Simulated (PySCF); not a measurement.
This PySCF input (PBE/pcseg-2) gives -237.57362 Eh with 90 basis functions.

```python
import numpy as np, basis_set_exchange as bse
from pyscf import gto, scf, dft, df

basis = {'C': gto.basis.parse(bse.get_basis('pcseg-2', elements=['C'], fmt='nwchem')), 'F': gto.basis.parse(bse.get_basis('pcseg-2', elements=['F'], fmt='nwchem'))}
mol = gto.M(
    atom='''
    F    -1.02012856   -0.25279695    0.03047619
    C    -0.03126398    0.59606588    0.00107136
    F     1.04097121   -0.14458031   -0.03119043
    ''',
    basis=basis,
    charge=0,
    verbose=4,
    max_memory=2160,
)
mf = dft.RKS(mol, xc='pbe')
mf.grids.level = 3
mf = mf.density_fit(auxbasis=df.autoaux(mol))
mf.conv_tol = 1e-9
mf.max_cycle = 100
print('smallest overlap eigenvalue', np.linalg.eigvalsh(mol.intor('int1e_ovlp'))[0])
mf.kernel()
dip = mf.dip_moment()
```

Change:
```diff
- basis = {'C': gto.basis.parse(bse.get_basis('pcseg-2', elements=['C'], fmt='nwchem')), 'F': gto.basis.parse(bse.get_basis('pcseg-2', elements=['F'], fmt='nwchem'))}
+ basis = {'C': gto.basis.parse(bse.get_basis('def2-TZVPPD', elements=['C'], fmt='nwchem')), 'F': gto.basis.parse(bse.get_basis('def2-TZVPPD', elements=['F'], fmt='nwchem'))}
```

Problem. What does the run give now?

Solution. -237.57714 Eh (PBE/def2-TZVPPD, 117 functions), a change of -3.52 mEh.
